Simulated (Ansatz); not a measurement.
The same molecule with X = B, Al, Ga, In. Ansatz, PBE0-D4/def2-TZVP geometries, multiplicity 1. Each molecule was computed in one conformer, which needn't be the lowest.

Elements past krypton have def2 core potentials. Scalar relativity is left out up to krypton.

```csv
X,molecule,mean X–F bond length / Å,mean X–O bond length / Å,LUMO energy (PBE/def2-TZVPP) / eV,HOMO–LUMO gap (PBE/def2-TZVPP) / eV,LUMO energy (ωB97M-V/def2-TZVPP) / eV
B,`[OH2+][B-](F)(F)F`,1.347,1.774,-1.23,7.45,1.17
Al,`[OH2+][Al-]([F])([F])[F]`,1.651,1.937,-1.79,6.76,0.63
Ga,`[OH2+][Ga-]([F])([F])[F]`,1.748,2.043,-2.11,6.55,0.52
```

Give the row for X = In, `[OH2+][In-]([F])([F])[F]`. (Best estimate.)

Computed: 
```json
{"X": "In", "molecule": "`[OH2+][In-]([F])([F])[F]`", "mean X–F bond length / Å": "1.939", "mean X–O bond length / Å": "2.260", "LUMO energy (PBE/def2-TZVPP) / eV": "-3.23", "HOMO–LUMO gap (PBE/def2-TZVPP) / eV": "5.22", "LUMO energy (ωB97M-V/def2-TZVPP) / eV": "-0.30"}
```

From B to In the mean X–F bond length rises at each step, by 0.592 Å in all; the mean X–O bond length rises at each step, by 0.486 Å in all; the LUMO energy (PBE/def2-TZVPP) falls at each step, by 2.00 eV in all; the HOMO–LUMO gap (PBE/def2-TZVPP) falls at each step, by 2.23 eV in all; the LUMO energy (ωB97M-V/def2-TZVPP) falls at each step, by 1.47 eV in all. Bonds lengthen as the atom grows down the group.
